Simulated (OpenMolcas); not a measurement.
# Ir5+: effect of the metal basis

Ir5+ with 6 ligands (fluoride) in octahedral coordination (Oh) at 1.88 Å. A charge of +0.167 e stands 2.6 Å behind each ligand.

| Property | Result |
| --- | --- |
| Program | OpenMolcas |
| Method | CASSCF |
| Spin-orbit coupling | RASSI with atomic mean-field integrals over the reference wave functions |

Fixed: ligand basis ANO-RCC-VDZP, active space 4 electrons in 5 orbitals (5d), DKH2 Hamiltonian.

States (labels of O, the rotations of Oh). Energies in cm-1 above the lowest state or level, χT in cm3 K/mol; under a threefold ground state the first gap can be a small split of the lowest multiplet, not the spin-orbit step; 10Dq and B are least-squares fits to the states below 45000 cm-1, weighted by degeneracy, with a free offset, and given where the rms deviation is under 5 % of |10Dq| (or 100 cm-1) and under 700 cm-1.

| Run | Metal basis | Ground state | First state of that spin | 10Dq | B (rms of fit) | First gap with spin-orbit (degeneracies) | χT at 300 K | First state of another spin | Cost |
| --- | --- | --- | --- | --- | --- | --- | --- | --- | --- |
| A | ANO-RCC-VDZP | 3T1 | 3E 36387 | 39031 | 613 (315) | 4378 (1, 3) | 0.164 | 1T2 8133 | roughly 60 core-seconds |
| B | ANO-RCC-VTZP | 3T1 | 3E 36022 | 38817 | 640 (281) | 4283 (1, 3) | 0.170 | 1T2 8359 | roughly 60 core-seconds |

Against A, |10Dq| changes by -0.5 % in B.

Costs are those of the RASSCF and RASSI steps.

Without dynamic correlation the repulsion within the d shell is too large (B by tens of per cent), so at a given field states of lower spin stand too high. With metal d orbitals alone the field can be off either way by tens of per cent. Ligand-to-metal charge-transfer states are missing. With no ligand orbital active B as a rule stays too high, so bands that hang on it stand too high and its fall with covalency is understated. The least metal-like active orbital is 66 % on the metal (Löwdin) and no ligand orbital is active, so the numbers are rough, and ground spin, moment and any spin crossover can be artefacts of this space; highly charged d ions in such sites are as a rule low spin (holds for A). The least metal-like active orbital is 67 % on the metal (Löwdin) and no ligand orbital is active, so the numbers are rough, and ground spin, moment and any spin crossover can be artefacts of this space; highly charged d ions in such sites are as a rule low spin (holds for B). No measured value stands beside these numbers; the geometry was imposed, not optimised, and the real ion may take another.
